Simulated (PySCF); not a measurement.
C7H10NO (charge +1).
Cartesian coordinates in Å at the PBE0-D3(BJ)/def2-SVP level; atoms count from 1:
```
atom  x, y, z in Å
C1     2.9073   -1.4530   -0.1242
C2     1.6668   -1.1787   -0.5560
C3     0.9999    0.0540   -0.2361
O4     1.5703    0.9937    0.4906
C5     0.6992    2.0273    0.6267
C6    -0.4333    1.7114   -0.0357
N7    -0.2201    0.4549   -0.5830
C8    -1.2121   -0.3108   -1.3488
C9    -2.0462   -1.2190   -0.4680
H10    3.4716   -0.7505    0.4953
H11    3.3876   -2.3985   -0.3853
H12    1.1099   -1.8894   -1.1700
H13    1.0272    2.8882    1.2028
H14   -1.3614    2.2607   -0.1744
H15   -1.8324    0.4301   -1.8718
H16   -0.6682   -0.8691   -2.1233
H17   -2.7809   -1.7501   -1.0895
H18   -2.5977   -0.6473    0.2924
H19   -1.4265   -1.9714    0.0418
```

Linear response at wB97X-D/def2-SVPD (PySCF, frozen core in the response, non-relativistic). One conformer (not necessarily the lowest) at the PBE0-D3(BJ)/def2-SVP geometry, without solvent, vibrations or thermal averaging.

Static isotropic polarisability: 90.42 au (13.40 Å³), principal values 59.1, 91.8, 120.3 au.

Q: What is the polarisability at 1064 nm and at the sodium D line?

A: 91.67 au at 1064 nm (+1.4 %), 94.90 au at 589.3 nm (+5.0 %). The rise at 589.3 nm is 3.57 times that at 1064 nm; a pure ω² law gives 3.26. The lowest singlet lies at 246 nm, shorter than both wavelengths.

Q: What is the isotropic C6 coefficient between two such ions, C6 = (3/π)∫α(iω)² dω?

A: 3237 au (Eh·bohr⁶) by a ten-point quadrature over imaginary frequencies, which is 1930 eV·Å⁶ or 187 J·nm⁶/mol.

Q: Which effective excitation energy ω̄ makes London's formula C6 = (3/4)α²ω̄ exact here?

A: ω̄ = 4·C6/(3α²) = 0.528 Eh = 14.4 eV. A one-pole form α(ω) = α/(1 − ω²/ω̄²) fitted to the 1064 nm value gives 10.0 eV.

Q: How anisotropic is the static polarisability, by Δα² = ½[(α1 − α2)² + (α2 − α3)² + (α3 − α1)²]?

A: Δα = 53.0 au, or 0.59 of the isotropic value.

Q: How many electrons N does the Slater–Kirkwood formula C6 = (3/4)·√N·α^(3/2) need to give this C6?

A: N = (4·C6/3)²/α³ = 25.2; the species has 66 electrons in all.

Q: The lowest 6 singlets have (eV, f): 5.04, 0.436; 6.84, 0.026; 7.07, 0.108; 7.20, 0.009; 7.70, 0.083; 7.74, 0.210. What share of the static polarisability do they carry in the sum over states α = Σ f/ω²?

A: 18.48 au, 20.4 % of α; the largest term, 12.72 au, is that of the state at 5.04 eV. Their oscillator strengths add up to 0.87. Higher states carry the rest.

Q: What three-body coefficient follows from the one-pole estimate C9 = (3/4)·α·C6?

A: 220000 au. This is an estimate from the two numbers above, not a computed integral.

Note: wB97X-D ran without an empirical dispersion term, which enters the total energy and its gradient alone.
